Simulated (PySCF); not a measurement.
A structure optimised at PBE-D3(BJ)/def2-SVP, used in a PySCF frequency run:

```xyz
11

Zn     0.1997    -0.0045     0.0000
Br    -2.0441    -0.0029     0.0000
N      2.0154     0.1668     0.0000
C      2.7820    -0.0363     1.2093
C      2.7820    -0.0363    -1.2093
H      3.6541     0.6635     1.2518
H      3.2053    -1.0704     1.3106
H      2.1703     0.1592     2.1147
H      3.2053    -1.0704    -1.3106
H      3.6541     0.6635    -1.2518
H      2.1703     0.1592    -2.1147
```
Charge 0, spin multiplicity 1.

Task: Write its SMILES, formula and point group.

Result: C[N](C)[Zn][Br], C2H6BrNZn, Cs

Task: What are its rotational constants (standard atomic weights)?

Result: 9.2843, 0.79858, 0.74326 GHz
